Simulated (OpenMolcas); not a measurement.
Zn I: RASPT2 settings compared

```yaml
Program: OpenMolcas 26.06
Basis: ANO-RCC-VQZP [7s6p4d3f2g1h]
Scalar_Hamiltonian: DKH2, point nucleus
Active_space: 2 electrons in 9 orbitals (RAS2 4s 4p; RAS3 4d, at most 2 electrons)
State_averaging: 2S+1 = 1 even, 1 root; 2S+1 = 1 odd, 3 roots (0 in the spin-orbit step); 2S+1 = 3 odd, 3 roots kept (CI in the orbitals of an earlier block)
Spin-orbit_coupling: RASSI with atomic mean-field integrals over the reference wave functions, term energies averaged over their components
```

Methods on the same reference wave functions:
A. RASSCF
B. SS-RASPT2, IPEA 0.4 Eh, real shift 0.5 Eh (closed shells correlated: 3s 3p 3d)
C. SS-RASPT2, IPEA 0.5 Eh, imaginary shift 0.25 Eh (closed shells correlated: none)
D. XMS-RASPT2, IPEA 0.15 Eh, no level shift (closed shells correlated: none)

Energies in cm⁻¹ above 4s² ¹S₀, the measured ground level; measured values from NIST Handbook of Basic Atomic Spectroscopic Data.

```
     Level      A      B      C      D  Measured
   4s² ¹S₀    0.0    0.0    0.0    0.0       0.0
4s 4p ³P°₀  32695  34636  30196  29129     32311
4s 4p ³P°₁  32761  34701  30262  29195     32501
4s 4p ³P°₂  32892  34833  30394  29326     32890
```

Deviations, from unrounded energies. A percentage is the sum of absolute deviations over the sum of measured energies, with the sign that they share, or ± where signs differ.

```csv
Against measurement,Levels,A,B,C,D
mean absolute deviation (cm-1),3,210,2200,2300,3400
other configurations (%),3,+0.7,+6.6,-7.0,-10.3
```

A lies closest to measurement on these levels and D furthest from it. The largest miss of A in the table is 4s 4p ³P°₀, by +380 cm-1. The ranking rests on the paired levels alone, and a cruder setting can come out closer through cancelling errors.

Among B to D the level of the table that moves most is 4s 4p ³P°₀, by 5500 cm-1 (lowest in D, highest in B).

The lowest spin-free term lies below A's lowest term by 0.951 hartree in B, 0.001 hartree in C, 0.002 hartree in D.

Over all roots computed the reference weight is 0.95 to 1.00 in D; the roots of lowest weight are the least certain, and an intruder state may touch them. Some high roots are left out of the spin-orbit mixing, which shifts the levels that they would mix with. Terms from blocks run as CI alone lack orbitals of their own. Active for correlation alone: 4d; no level in the range computed is led by a configuration that fills it, so any true level of that kind is missing. Without dynamic correlation excited terms often stand tens of per cent too high (terms of higher spin than the ground term too low), and those without a measured partner can miss by more than the paired ones (holds for A). Computed and measured levels are paired by configuration, term and J; levels that our copy of the source lacks, or whose pairing is in doubt (as where it misses far off the trend of its configuration), stay unpaired and out of the deviations. Levels of configurations outside the active space are missing.

° marks odd parity.
